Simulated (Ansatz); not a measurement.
Relaxation of the cluster Ti₂Te₃ with RKS PBE-D4/def2-SVP.

```sh
$ ansatz run in.yaml --threads 4 --pin off --events-out ev --progress --plain --max-ram 4787MiB
```

```yaml
crystal:
  periodic: [false, false, false]
  atoms:
    - {symbol: Ti, position_ang: [-1.071150, -1.850350, 0.300420]}
    - {symbol: Ti, position_ang: [-1.373300, 0.833420, 0.000920]}
    - {symbol: Te, position_ang: [2.032840, -1.051030, 0.770870]}
    - {symbol: Te, position_ang: [-0.507060, 0.687730, -2.428260]}
    - {symbol: Te, position_ang: [0.918670, 1.380230, 1.356040]}
basis:
  gaussian: {orbitals: def2-SVP}
hamiltonian: {xc: pbe, dispersion: d4}
scf: {lower_state_search: "off"}
output: {orbitals: {seedname: orbitals}}
relax: {f_tol: 0.02, max_steps: 100}
```

It took 17 s on 4 threads of Intel Xeon 6975P-C on a shared host.

Positions (Å) and forces (eV/Å) at steps 1, 2, 3, 4, 5, 6, 7, 8, 9, 10, 13 of 13:

```xyz
5
step=1 energy=-68092.0291 eV
Ti   -1.071   -1.850    0.300    1.588    2.446   -0.553
Ti   -1.373    0.833    0.001    1.086   -1.372   -0.658
Te    2.033   -1.051    0.771   -1.524   -0.542   -0.212
Te   -0.507    0.688   -2.428   -0.732   -0.572    1.302
Te    0.919    1.380    1.356   -0.417    0.040    0.120
5
step=2 energy=-68092.9814 eV
Ti   -0.944   -1.711    0.251    1.479    2.031   -0.638
Ti   -1.315    0.792   -0.015    0.320   -0.884    0.405
Te    1.922   -1.089    0.756   -1.393   -0.464   -0.239
Te   -0.553    0.627   -2.364   -0.291   -0.800    0.129
Te    0.891    1.381    1.372   -0.114    0.118    0.343
5
step=3 energy=-68093.6733 eV
Ti   -0.827   -1.565    0.187    0.857    1.080   -0.777
Ti   -1.294    0.753    0.017    0.069    0.015    0.374
Te    1.815   -1.121    0.735   -0.660   -0.198   -0.126
Te   -0.580    0.544   -2.350   -0.252   -0.930    0.101
Te    0.885    1.390    1.412   -0.013    0.033    0.428
5
step=4 energy=-68094.1481 eV
Ti   -0.742   -1.446    0.056    0.209    0.543   -0.843
Ti   -1.288    0.799    0.057   -0.097    0.543    0.283
Te    1.765   -1.132    0.721    0.200   -0.073    0.084
Te   -0.622    0.391   -2.321   -0.248   -0.886    0.134
Te    0.887    1.388    1.486   -0.065   -0.127    0.342
5
step=5 energy=-68094.5505 eV
Ti   -0.685   -1.326   -0.087    0.402    0.396   -0.099
Ti   -1.311    0.904    0.082   -0.224    0.552    0.236
Te    1.806   -1.150    0.739    0.256   -0.191    0.121
Te   -0.682    0.226   -2.289   -0.203   -0.395   -0.314
Te    0.872    1.346    1.555   -0.231   -0.363    0.056
5
step=6 energy=-68094.9246 eV
Ti   -0.570   -1.168   -0.100    0.615    0.494    0.662
Ti   -1.380    1.028    0.059    0.018    0.246    0.101
Te    1.912   -1.220    0.788    0.225   -0.469   -0.043
Te   -0.772    0.136   -2.325   -0.170    0.064   -0.384
Te    0.810    1.224    1.577   -0.688   -0.335   -0.336
5
step=7 energy=-68095.2183 eV
Ti   -0.458   -1.025   -0.030    0.262    0.149    0.118
Ti   -1.445    1.112    0.031    0.355    0.002    0.130
Te    2.007   -1.319    0.804    0.059   -0.254   -0.021
Te   -0.819    0.109   -2.351   -0.114    0.057    0.067
Te    0.714    1.124    1.547   -0.561    0.046   -0.293
5
step=8 energy=-68095.2618 eV
Ti   -0.342   -0.964   -0.052    0.092   -0.381   -0.198
Ti   -1.422    1.136    0.024   -0.224    0.124   -0.062
Te    2.056   -1.410    0.881   -0.127   -0.032   -0.053
Te   -0.928    0.123   -2.374    0.061    0.006    0.135
Te    0.636    1.115    1.521    0.198    0.282    0.178
5
step=9 energy=-68095.2782 eV
Ti   -0.339   -0.984   -0.077    0.261   -0.150    0.158
Ti   -1.446    1.120    0.039    0.009    0.067    0.071
Te    2.046   -1.430    0.887   -0.215    0.060   -0.059
Te   -0.916    0.133   -2.361    0.002    0.061   -0.054
Te    0.655    1.161    1.512   -0.058   -0.038   -0.117
5
step=10 energy=-68095.2837 eV
Ti   -0.276   -0.983   -0.112   -0.024   -0.157    0.064
Ti   -1.473    1.073    0.074    0.015    0.132    0.049
Te    2.008   -1.469    0.941    0.118   -0.015    0.035
Te   -0.932    0.176   -2.358   -0.017    0.058   -0.088
Te    0.673    1.203    1.454   -0.092   -0.017   -0.059
5
step=13 energy=-68095.2890 eV
Ti   -0.296   -1.001   -0.079   -0.005    0.007    0.002
Ti   -1.476    1.101    0.064   -0.006   -0.006   -0.001
Te    2.029   -1.470    0.906    0.002   -0.002   -0.001
Te   -0.905    0.171   -2.345    0.004   -0.001   -0.001
Te    0.648    1.199    1.454    0.005    0.001    0.001
```

In the def2 sets Te takes a core potential; there is no spin–orbit coupling. The restricted singlet is unstable towards broken spin symmetry in Hartree–Fock (as tested in another run); at PBE-D4/def2-SVP this wasn't settled. Another isomer (singlet) lies 2.30 eV lower at PBE0-D4/def2-TZVP; other spin states weren't run for this one.
